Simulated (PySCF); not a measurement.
C4H6B (charge +1).
InChI=1S/C4H6B/c1-3-2-4(3)5/h2H,5H2,1H3/q+1

Theory: MP2 and CCSD/aug-cc-pVDZ in PySCF, restricted Hartree–Fock reference, 5 core orbitals frozen, non-relativistic, gas phase, PBE0-D3(BJ)/def2-SVP geometry.

E(HF) = -179.35055 Eh.

Task: How large is the problem?

Result: 169 basis functions and 34 electrons; 5 orbitals frozen, which leaves o = 12 correlated occupied and v = 152 virtual orbitals. That is o·v = 1824 singles and o·v(o·v + 1)/2 = 1664400 distinct closed-shell doubles amplitudes before symmetry; the costliest CCSD step grows as o²v⁴ = 7.7 × 10^10.

Task: What are the MP2 and CCSD correlation energies?

Result: MP2 -0.5805 Eh and CCSD -0.6304 Eh, which gives totals of -179.93101 and -179.98097 Eh. That is 0.715 eV for each correlated electron at CCSD (1655 kJ/mol in all, 0.350 % of the total energy); MP2 gives 92.1 % of the CCSD value.

Task: What is the T1 diagnostic?

Result: 0.0111, below the customary warning level of 0.02. It is the norm of the spatial-orbital singles amplitudes over the root of the number of correlated electrons, so the norm is 0.054.

Connected triples and the basis-set limit are missing.

The job also held the EOM ionisation roots. Time: 8.3 min wall. Hardware: one thread, Arm Neoverse V1, on a shared host.

One conformer stands for the species.
